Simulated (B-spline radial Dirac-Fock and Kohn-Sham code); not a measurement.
## Dipole and non-dipole photoemission parameters of Mo 4d3/2

System: atomic molybdenum, 1s2 2s2 2p6 3s2 3p6 3d10 4s2 4p6 4d5 5s1; threshold 6.35 eV (orbital energy of the model). Level of theory: Dirac-Hartree-Slater photoionisation with a Latter tail; cross sections with all multipoles, angular parameters from the dipole term and its interference with E2; a B-spline atomic structure program.

The run's input, task.json:

```json
{"items": [{
  "Z": 42,
  "q": 0,
  "cfg": [[1, 0, 2], [2, 0, 2], [2, 1, 6], [3, 0, 2], [3, 1, 6], [3, 2, 10], [4, 0, 2], [4, 1, 6], [4, 2, 5], [5, 0, 1]],
  "A": 98,
  "rrms": 4.4091,
  "do": "xps",
  "hv": [54.3, 55.6, 67.0, 96.8, 145.0, 173.0, 195.0, 363.0, 469.0, 487.0, 558.0, 600, 641.0, 730.0, 870.0, 887.0, 1000, 1100.0, 1300.0, 2000, 2200.0, 2660.0, 2984.4, 3440.0, 4000, 5414.7, 8010.0, 8040.0, 8047.8, 9251.7],
  "edges": {"K": 20000.0, "L1": 2866.0, "L2": 2625.0, "L3": 2520.0, "M1": 506.3, "M2": 411.6, "M3": 394.0, "M4": 231.1, "M5": 227.9, "N1": 63.2}
}]}
```

Launch: `python xray2_run.py task.json out`

For linearly polarised light dσ/dΩ = σ/(4π) [1 + β P₂(cos θ) + (δ + γ cos²θ) sin θ cos φ], with θ from the polarisation vector and φ the angle between the beam and the projection of the electron momentum on the plane normal to the polarisation.

```
hν (eV)   σ (kb)       β       γ       δ
   54.3      892   1.453   0.010   0.008
   55.6      782   1.501   0.011   0.008
     67      234   1.904   0.042   0.007
   96.8     37.8  -0.687   0.288  -0.057
    145     90.7   0.135   0.046  -0.022
    173     98.3   0.464   0.011  -0.014
    195     96.5   0.631  -0.004  -0.009
    363     48.4   1.133  -0.012   0.010
    469     30.2   1.232   0.019   0.017
    487     28.0   1.243   0.025   0.018
    558     21.1   1.274   0.051   0.022
    600     18.0   1.287   0.068   0.024
    641     15.5   1.296   0.084   0.026
    730     11.4   1.306   0.121   0.030
    870        ?       ?       ?       ?
    887     7.07   1.307   0.187   0.037
   1000     5.18   1.300   0.234   0.041
   1100     4.02   1.290   0.274   0.045
   1300     2.53   1.265   0.350   0.052
   2000    0.704   1.161   0.578   0.079
   2200    0.522   1.132   0.632   0.087
   2660    0.282   1.068   0.741   0.106
 2984.4    0.192   1.026   0.807   0.119
   3440    0.119   0.973   0.888   0.138
   4000   0.0702   0.916   0.972   0.161
 5414.7   0.0236   0.799   1.132   0.217
   8010  0.00539   0.651   1.319   0.315
   8040  0.00532   0.649   1.320   0.316
 8047.8  0.00530   0.649   1.321   0.316
 9251.7  0.00308   0.598   1.377   0.359
```

Problem. Give the values at 870 eV.

Solution. σ = 7.42 kb, β = 1.308, γ = 0.180, δ = 0.036.

Values without a named source are computed, but for edge energies of neutral atoms, which are taken from tables.
